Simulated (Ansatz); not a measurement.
Molecule: InI (charge +1, doublet). SMILES of the parent species: [In][I]
Coordinates optimised at B3LYP-D3(BJ)/def2-TZVP (Ansatz, a quantum-chemistry and plane-wave program):
```xyz
2

In     0.0000     0.0000    -1.7553
I      0.0000     0.0000     1.6229
```
Charge +1, spin multiplicity 2.

Parts of the frozen-core correlation energy in def2-SVP (Ansatz, hartree). Frozen orbitals: 18; correlated occupied orbitals by spin: 5 and 4; virtual: 29 and 30. UHF or UKS for open shells. No spin-orbit coupling. Past Kr the def2 sets carry scalar-relativistic core potentials.

```tsv
term	value
reference (HF)	-485.67143
MP2 opposite-spin	?
MP2 same-spin	?
CCSD correlation	?
(T)	-0.00159
CCSDT minus CCSD(T)	-0.00032
T1 diagnostic	0.008
largest doubles amplitude	0.060
<S^2> of the reference	0.757
```

**Question.** Some entries are withheld; supply them.

**Answer.** 
- MP2 opposite-spin, value: -0.08136
- MP2 same-spin, value: -0.02203
- CCSD correlation, value: -0.12602
